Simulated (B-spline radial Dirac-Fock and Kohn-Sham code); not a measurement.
## Atomic SCF run for Be⁺

ΔSCF core binding energies without Breit or QED terms, calculated with a radial finite-basis atomic code. Keys: rel is the Hamiltonian (dirac, or spin-free x2c and nr, where L3 and M5 stand for the whole 2p and 3d shells), method is hf or an exchange,correlation pair (spin-unpolarised, also for the hole states), nuc the nuclear model, radius_factor scales its radius, rmax is the box in bohr, h the logarithmic mesh step, order the B-spline order, points the quadrature points per cell, c_factor scales the speed of light, and damp, ndamp, maxit and tol steer the iteration. The run stops when the commutator error falls below 10·tol·max(1, Z/10), or the numerical noise floor, and the energy has settled to about 1e-8 Ha; the virial ratio is −V/T.

Input (task.json):

```json
{"items": [{"Z": 4, "q": 1, "cfg": [[1, 0, 2], [2, 0, 1]], "A": 9, "rrms": 2.519, "do": "settings", "holes": ["K", "L3", "M5"],
  "settings": [{"rel": "dirac", "method": "hf", "nuc": "fermi", "radius_factor": 1.0, "rmax": 45.0, "h": 0.3, "order": 8, "points": 10, "c_factor": 1.0, "maxit": 60, "damp": 0.5, "ndamp": 3, "tol": 1e-08, "cfg": "1s2 2s3"}]}]}
```

Command: `python xray2_run.py task.json out`

The program stops without a result: overfilled shell.

Question: One setting is unsound. Which, and why?

Answer: cfg puts more electrons in a shell than it can hold.
